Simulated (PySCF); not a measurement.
These compounds are isomers of formula C$_{8}$H$_{10}$N$_{2}$.

A. SMILES CC(C)(C)/C(C#N)=C\C#N
B. SMILES C/N=C\c1ccncc1C
C. SMILES C(#N)[C@H]1CC[C@H](C#N)CC1

Spectrum 1. $^{13}$C{$^{1}$H} NMR (computed): δ 165.2 (CH), 157.2 (CH), 153.3 (CH), 145.0 (C), 136.0 (C), 126.5 (CH), 43.6 (CH3), 18.6 (CH3).

Spectrum 2. $^{13}$C{$^{1}$H} NMR (computed): δ 126.2 (C), 28.6 (CH2), 26.9 (CH).

Spectrum 3. $^{13}$C{$^{1}$H} NMR (computed): δ 154.4 (C), 124.1 (C), 121.1 (C), 115.6 (CH), 42.2 (C), 30.9 (CH3).

PySCF calculation with shielding tensors at PBE0/pcSseg-1 (GIAO) and structure optimised with GFN2-xTB; no relativistic terms, one averaged value for each set of equivalent atoms, a single conformation, gas phase.

Chemical shifts δ = σref − σ; $^{13}$C against TMS, all at this level. Shifts are as computed. Against solution values, carbons near 30 ppm lie about +3 ppm off and those near 130 ppm about +5 ppm. Of 1211 compounds with measured shifts, 218 miss one by over three times the rms of a fit or turn the order of signals round; such compounds aren't used in these exercises.

Q: Which spectrum belongs to which compound?

A: 1–B, 2–C, 3–A.

- Spectrum 1 (B): 8 $^{13}$C signals; δC 157.2 is an aromatic CH next to a ring nitrogen; δC 153.3 is an aromatic CH next to a ring nitrogen.
- Spectrum 2 (C): 3 $^{13}$C signals; δC 126.2 is a nitrile carbon; δC 28.6 is an sp3 CH2 in a ring.
- Spectrum 3 (A): 6 $^{13}$C signals; δC 154.4 is a fully substituted alkene carbon; δC 124.1 is a nitrile carbon.
